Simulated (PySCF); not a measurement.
Electron correlation in Sc⁺ (scandium, charge +1)

[Ar] 3d1 4s1, high-spin 3D determinant. All numbers are calculated (PySCF 2.14, the non-relativistic Hamiltonian (point nucleus), in pcseg-2). Frozen: [Ar]; 2 electrons correlated.

Total MP2 correlation energy: -2.95 mhartree.

Same-spin part -2.95 and opposite-spin part 0.00 mhartree; SCS-MP2 scales them by 1/3 and 6/5 to -0.98 mhartree.
